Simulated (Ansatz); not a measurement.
Born–Oppenheimer molecular dynamics of CH6Cl2O2Si2 (13 atoms, charge 0, multiplicity 1). It starts from a relaxed structure.

Level of theory: Ansatz, RKS B3LYP/STO-3G.

```
ensemble        : NVT, Langevin thermostat
time step       : 2 fs
steps asked     : 40
set temperature : 300 K
friction        : 0.05 /fs
seed            : 777078
```

First frame:

```xyz
13
Properties=species:S:1:pos:R:3
Si -0.015 -0.144 0.046
O 0.183 -0.276 1.718
C -1.073 -0.282 2.480
H -1.732 -1.133 2.201
H -0.799 -0.386 3.547
H -1.647 0.662 2.355
O 1.468 -0.059 -0.649
Si 2.493 -1.388 -0.955
H 1.966 -2.191 -2.038
H 3.763 -0.809 -1.326
H 2.639 -2.207 0.231
Cl -1.040 1.642 -0.450
Cl -1.191 -1.775 -0.674
```

Problem. How far do the bonds stretch over the last three quarters of this one trajectory? (Pairs bonded in most of those frames.)

Solution. 
```
    bond  mean (Å)  spread (Å)  shortest  longest
  Si1–O2     1.697       0.030      1.63     1.75
  Si1–O7     1.671       0.017      1.64     1.69
Si1–Cl12     2.097       0.020      2.06     2.15
Si1–Cl13     2.196       0.026      2.15     2.23
   O2–C3     1.464       0.020      1.43     1.49
   C3–H4     1.113       0.026      1.07     1.15
   C3–H5     1.109       0.016      1.08     1.15
   C3–H6     1.115       0.035      1.03     1.19
  O7–Si8     1.718       0.048      1.65     1.82
  Si8–H9     1.451       0.031      1.40     1.50
 Si8–H10     1.445       0.029      1.40     1.50
 Si8–H11     1.454       0.025      1.41     1.50
```

Mean temperature of the second half: 276 K. A step of 2 fs is long for free X–H stretches (periods near 10 fs) and can bias their spread and the temperature. A run of 0.08 ps of so small a system gives no equilibrium averages. Limits of this set-up: minimal basis.

The run took 110 s on 1 thread of Intel(R) Xeon(R) 6975P-C (Granite Rapids), on a shared host, peak memory 0.18 GiB.
